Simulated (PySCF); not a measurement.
Input for PySCF: R-HF/STO-3G on GeH4Te (SMILES [GeH3][TeH]), a point of a bond scan (R = 5.321 Å).

```python
from pyscf import gto, scf, dft, mp
from pyscf.data.elements import chemcore

mol = gto.M(
    atom='''
    Te   -0.09896076    0.80692664    0.65430353
    H     1.05691386    4.21348942   -3.26666402
    Ge    0.13620165   -1.21741469   -0.93151219
    H     1.56045513   -1.29524723   -1.50328127
    H    -0.15262004   -2.45072946   -0.06258670
    H    -0.88257830   -1.12841585   -2.07852674
    ''',
    basis='sto-3g',
    charge=0, spin=0, verbose=3, max_memory=1800)
mf = scf.RHF(mol)
mf.conv_tol = 1e-8
mf.max_cycle = 100
mf.kernel()
if not mf.converged:
    mf = mf.newton().run(mf.mo_coeff, mf.mo_occ)
```

It printed:

```
converged SCF energy = -8600.88759362309
```

The calculation finished and met its thresholds.

Cost: roughly 1.0 core-seconds.
